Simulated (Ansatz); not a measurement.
Correlation energies of CH5ClInN (`[CH3][In]([NH2])[Cl]`) by basis set

| atom | x (Å) | y (Å) | z (Å) |
| --- | --- | --- | --- |
| C1 | -0.632 | -1.440 | 0.779 |
| In2 | 0.415 | 0.290 | 0.122 |
| N3 | 0.043 | 1.670 | -1.283 |
| Cl4 | 2.323 | 0.952 | 1.327 |
| H5 | -0.085 | -1.890 | 1.606 |
| H6 | -1.631 | -1.159 | 1.112 |
| H7 | -0.722 | -2.158 | -0.036 |
| H8 | 0.796 | 2.294 | -1.531 |
| H9 | -0.507 | 1.441 | -2.096 |

Total charge 0; spin multiplicity 1. Correlated methods include outer-core shells of In, which these sets cover unevenly. In: def2 effective core potential. The structure was optimised at the PBE0-D4/def2-TZVP level. It is one conformer, not always the lowest. Frozen core, restricted reference, the Gaussian-basis code of Ansatz.

```tsv
basis	HF (Eh)	MP2 corr.
def2-SVP	-743.77421	-0.53952
def2-TZVPP	-744.05692	-0.87400
def2-QZVPP	-744.07605	-1.10980
```

Question: Estimate the CCSD correlation energy and the (T) correction in each basis where they were run (hartree).

Answer: 
| basis | CCSD corr. | (T) |
| --- | --- | --- |
| def2-SVP | -0.58226 | -0.01582 |
| def2-TZVPP | -0.90225 | -0.03399 |
